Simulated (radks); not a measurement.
Correlation energies from several functionals, in hartree. Species: Ta61+ [Ne] 3s2; Re [Xe] 4f14 5d5 6s2; Be3+ 1s1; Au [Xe] 4f14 5d10 6s1; Ne [Ne]. Method: non-relativistic Kohn-Sham, LDA (Slater exchange, Perdew-Wang correlation), spin-polarised, spherical densities, point nucleus; computed with a radial shooting solver on a logarithmic mesh with Libxc functionals. Every spin shell is full or empty, so the densities are truly spherical. Functionals are evaluated on that one density, not self-consistently.

functional     Ta61+       Re        Be3+       Au        Ne
PW92         -1.6323  -7.6682   -0.037597  -8.2047  -0.73980
VWN5         -1.6369  -7.7004   -0.037530  -8.2383  -0.74337
PZ           -1.6392  -7.6681   -0.037755  -8.2107  -0.73717
LYP         -0.61703  -3.9935           0  -4.2844  -0.38293
P86          -1.0099  -5.0391   0.0047903  -5.4282  -0.38460
PW91        -0.65018  -4.8061  -0.0080364  -5.1821  -0.37790
TPSS        -0.51588  -4.4719           0  -4.8288  -0.34985
Tao-Mo      -0.47378  -4.3698           0  -4.7234  -0.31066
